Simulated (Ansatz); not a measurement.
`[NH2][GeH3]`, relaxed with RKS PBE0-D4/def2-TZVP in Ansatz from a PBE-D4/def2-SVP geometry. The force threshold is 0.005 eV/Å; the program also tests the step.

Charge 0, multiplicity 1.

Start:

```xyz
7

N     0.027    0.317   -1.138
Ge    0.063   -0.019    0.692
H     0.579   -0.366   -1.672
H    -0.926    0.290   -1.522
H    -0.832    1.063    1.350
H    -0.448   -1.429    1.141
H     1.537    0.142    1.149
```

```tsv
step	energy (eV)	largest force (eV/Å)	largest move (Å)
1	-58081.4373	0.612	0.000
2	-58081.4572	0.208	0.040
3	-58081.4592	0.055	0.008
4 (rejected)	-58081.4590	0.137	0.027
5	-58081.4598	0.033	0.014
6	-58081.4599	0.003	0.008
```

End:

```xyz
7

N     0.014    0.295   -1.124
Ge    0.061   -0.012    0.693
H     0.591   -0.341   -1.658
H    -0.919    0.273   -1.514
H    -0.821    1.061    1.348
H    -0.451   -1.408    1.122
H     1.526    0.133    1.132
```

It took 9 s on 2 threads of a server CPU on a shared host, with 0.18 GiB of host memory at the peak.
